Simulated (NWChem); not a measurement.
Species: C$_{5}$H$_{6}$OSe; SMILES COc1ccc[se]1

```xyz
13

C     -0.1700     3.0284     0.0000
O     -0.7740     1.7598     0.0000
C      0.0446     0.7048     0.0000
C      1.4132     0.6381     0.0000
C      1.9249    -0.6992     0.0000
C      0.9907    -1.6894     0.0000
Se    -0.7403    -0.9980     0.0000
H     -0.9818     3.7662     0.0000
H      0.4554     3.1741    -0.8981
H      0.4554     3.1741     0.8981
H      2.0574     1.5178     0.0000
H      2.9967    -0.9105     0.0000
H      1.1588    -2.7653     0.0000
```
Atoms are numbered in this order, from 1.

Program: NWChem. Pople sets run with spherical d functions. Medium grid unless said otherwise, to which SCAN and Minnesota functionals are sensitive. Coordinates come from a PBE0/def2-SVP optimisation. No frequency run checked for a minimum. B3LYP is NWChem's, with the RPA form of VWN correlation.

Problem. Order these by “highest occupied level (eV)”, lowest first: M06-L/6-31G*; Hartree-Fock/6-31G*; M05-2X/6-31G*; B3LYP/6-31G*; MN15/6-31G*.

Solution. Hartree-Fock/6-31G* (-8.09), M05-2X/6-31G* (-7.03), MN15/6-31G* (-6.42), B3LYP/6-31G* (-5.50), M06-L/6-31G* (-4.83)
